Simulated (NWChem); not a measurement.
Molecule: BH3O; SMILES BO

Computed with NWChem. The geometry was optimised at PBE0-D3(BJ)/def2-TZVP. Ions are spin-unrestricted doublets at the neutral geometry; other ion states weren't tried. Functional: LC-ωPBE (HJS hole) with def2-SVP; rows give the range parameter ω in 1/bohr.

Question: At which range parameter does −ε(HOMO) equal the ΔSCF ionisation energy (optimal tuning)?

Answer: about 0.51 per bohr, by linear interpolation in these runs:
```tsv
range parameter (1/bohr)	vertical ionisation energy, ΔSCF (eV)	−ε(HOMO) (eV)	ΔSCF minus −ε(HOMO) (eV)
0.15	11.44	9.34	2.10
0.25	11.62	10.45	1.17
0.30	11.73	10.90	0.83
0.50	12.14	12.12	0.02
0.60	12.29	12.50	-0.21
```
